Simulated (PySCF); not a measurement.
SMILES [Cl][Be][Cl] (BeCl₂), B3LYP/def2-SVP optimised geometry.

```
3

Be     0.00     0.00     0.00
Cl     1.81     0.00     0.00
Cl    -1.81     0.00     0.00
```

Density from B3LYP/def2-TZVP (PySCF) at that geometry.

Minimum of the electron density along straight lines between bonded atoms, close to the bond critical point (lines longer than 1.1 times the sum of covalent radii, or with two minima, are not listed):

```json
[
 {"bond": "Be1–Cl2", "length / Å": "1.809", "ρ at the minimum / e bohr⁻³": "0.087", "∇²ρ there / e bohr⁻⁵": "0.44", "position (fraction from the first atom)": "0.31"},
 {"bond": "Be1–Cl3", "length / Å": "1.809", "ρ at the minimum / e bohr⁻³": "0.087", "∇²ρ there / e bohr⁻⁵": "0.44", "position (fraction from the first atom)": "0.31"}
]
```
